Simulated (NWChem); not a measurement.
# Total energies of H₂Ge

```
Ge
H 1 1.6055
H 1 1.6055 2 90.73
```
Charge 0, spin multiplicity 1.

Everything below was run with NWChem. Structure: optimised with B3LYP/def2-SVP, a minimum by its harmonic frequencies.

Basis set: 6-31G* (36 functions).

```
method       total energy (Ha)
-----------  -----------------
RHF                -2076.18310
MP2                -2076.41597
B2PLYP             -2077.47939
PBE                -2077.53746
B3LYP              -2077.90979
LDA (SVWN5)        -2074.67900
CCSD(T)            -2076.42928
```

Total energies of different functionals aren't comparable as a measure of quality: only differences taken within one method are. 

The Hamiltonian is non-relativistic. The correlated methods keep 9 core orbitals frozen. B3LYP has NWChem's definition, with VWN1-RPA local correlation. The Pople sets run with spherical d functions. The structure started from a generated list of species. Coupled-cluster values serve here as a point of comparison, not as the truth.
